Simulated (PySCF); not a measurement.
## `InChI=1S/C7H7F/c1-2-3-6-4-5-7(6)8/h1,4-7H,3H2/t6-,7-/m1/s1`

Molfile (atoms numbered from 1):
```
C7H7F
     RDKit          3D

 15 15  0  0  0  0  0  0  0  0999 V2000
    2.4429    0.4178    0.7434 C   0  0  0  0  0  0  0  0  0  0  0  0
    1.6581    0.6330   -0.1334 C   0  0  0  0  0  0  0  0  0  0  0  0
    0.7024    0.8818   -1.1942 C   0  0  0  0  0  0  0  0  0  0  0  0
   -0.6564    0.2449   -0.9053 C   0  0  2  0  0  0  0  0  0  0  0  0
   -1.2767    0.4925    0.4491 C   0  0  0  0  0  0  0  0  0  0  0  0
   -1.3478   -0.7942    0.7756 C   0  0  0  0  0  0  0  0  0  0  0  0
   -0.6660   -1.2523   -0.4855 C   0  0  1  0  0  0  0  0  0  0  0  0
   -1.3867   -2.0856   -1.3074 F   0  0  0  0  0  0  0  0  0  0  0  0
    3.1395    0.2393    1.5068 H   0  0  0  0  0  0  0  0  0  0  0  0
    1.0997    0.4828   -2.1323 H   0  0  0  0  0  0  0  0  0  0  0  0
    0.5731    1.9622   -1.3084 H   0  0  0  0  0  0  0  0  0  0  0  0
   -1.3397    0.4309   -1.7367 H   0  0  0  0  0  0  0  0  0  0  0  0
   -1.5369    1.4076    0.9470 H   0  0  0  0  0  0  0  0  0  0  0  0
   -1.7310   -1.3475    1.6109 H   0  0  0  0  0  0  0  0  0  0  0  0
    0.3210   -1.7053   -0.3573 H   0  0  0  0  0  0  0  0  0  0  0  0
  1  2  3  0
  2  3  1  0
  3  4  1  0
  4  5  1  0
  5  6  2  0
  6  7  1  0
  7  8  1  0
  7  4  1  0
  1  9  1  0
  3 10  1  0
  3 11  1  0
  4 12  1  6
  5 13  1  0
  6 14  1  0
  7 15  1  1
M  END
```

Computed, not measured: GIAO HF/pcSseg-1 magnetisability, rotational g tensor and spin-rotation constants, non-relativistic, gas phase in PySCF. Geometry: GFN2-xTB.

Q: What are the magnetisability and the molar susceptibility?

A: Isotropic -1155 × 10⁻³⁰ J/T², or -69.5 × 10⁻⁶ cm³/mol; principal values -1273, -1118, -1073 × 10⁻³⁰ J/T², anisotropy 182 × 10⁻³⁰ J/T² (root of half the summed squared differences of the principal values). The susceptibility is in cgs units.

Q: Split it along the inertial axes a, b, c into diamagnetic and paramagnetic parts about the centre of mass, with the quadrupole moment.

A: 
```tsv
axis	χ (10⁻⁶ cm³/mol)	diamagnetic (10⁻⁶ cm³/mol)	paramagnetic (10⁻⁶ cm³/mol)	summed x² of all electrons (Å²)	quadrupole Θ (D Å)
a	-74.6	-437.2	362.6	161.5	-8.96
b	-65.4	-888.6	823.2	55.1	+1.25
c	-68.6	-918.6	850.0	48.0	+7.70
```
Anisotropies 2χaa − χbb − χcc = -15.1 and 2χbb − χaa − χcc = +12.3 × 10⁻⁶ cm³/mol. Θ is traceless in Buckingham's convention.

Q: And the rotational g tensor?

A: 
| axis | rotational constant (GHz) | g | nuclear part | electronic part |
| --- | --- | --- | --- | --- |
| a | 3.5601 | -0.0066 | 0.5999 | -0.6065 |
| b | 1.4399 | -0.0129 | 0.5440 | -0.5569 |
| c | 1.3794 | -0.0128 | 0.5381 | -0.5508 |

Asymmetric top; isotopes 12C, 19F, 1H; no vibrational averaging.
